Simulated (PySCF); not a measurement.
From one molecule to another.

First species: C₇H₉F.
SMILES: `CC1=CC=C[C@]1(C)F`

Second species: C₇H₉F.
SMILES with atom numbers: `[CH:1]#[C:2][C@@H:3]1[C@H:4]([CH3:5])[CH2:6][C@@H:7]1[F:8]` (hydrogens: H9 on C1; H10 on C3; H11 on C4; H12, H13, H14 on C5; H15, H16 on C6; H17 on C7)

Levels: wB97X-D/def2-SVPD for dipole moment, HOMO energy, LUMO energy, HOMO–LUMO gap, static isotropic polarisability and electronic spatial extent ⟨r²⟩ about the centre of nuclear charge; TDDFT wB97X-D/def2-SVPD for lowest singlet excitation; TDA wB97X-D/def2-SVPD for lowest triplet excitation (Tamm–Dancoff); GFN2-xTB for rotational constant A and rotational constant C. Geometries: GFN2-xTB. Each species is one conformer at its optimised geometry, gas phase, non-relativistic unless stated; the electronic structure was computed with PySCF and density fitting.

```csv
property,column X,column Y
dipole moment,2.23 D,1.86 D
HOMO energy,-9.55 eV,-8.16 eV
LUMO energy,2.16 eV,0.65 eV
HOMO–LUMO gap,11.71 eV,8.81 eV
lowest singlet excitation,6.59 eV,4.44 eV
lowest triplet excitation (Tamm–Dancoff),5.52 eV,2.72 eV
static isotropic polarisability,77.5 au,79.0 au
electronic spatial extent ⟨r²⟩ about the centre of nuclear charge,928 bohr²,857 bohr²
rotational constant A,2.432 GHz,2.528 GHz
rotational constant C,1.367 GHz,1.641 GHz
```

Question: Which column belongs to which species?

Answer: Column X is the second species and column Y the first. The first has 17 atoms and 60 electrons, the second 17 and 60.

Question: How does each property change from the first species to the second?

Answer: dipole moment +0.37 D; HOMO energy -1.39 eV; LUMO energy +1.51 eV; HOMO–LUMO gap +2.90 eV; lowest singlet excitation +2.15 eV; lowest triplet excitation (Tamm–Dancoff) +2.80 eV; static isotropic polarisability -1.5 au; electronic spatial extent ⟨r²⟩ about the centre of nuclear charge +71 bohr²; rotational constant A -0.096 GHz; rotational constant C -0.274 GHz.

On the first: The principal polarisabilities are 61.3, 84.9 and 91.0 au; their mean is the isotropic value. The polarisability is 11.71 Å³ as a volume (1 au = 0.148185 Å³), or 1.32 au for each of the 60 electrons.

On the second: The principal polarisabilities are 66.3, 74.7 and 91.5 au; their mean is the isotropic value. S1 lies 5.12 eV below the HOMO–LUMO gap.
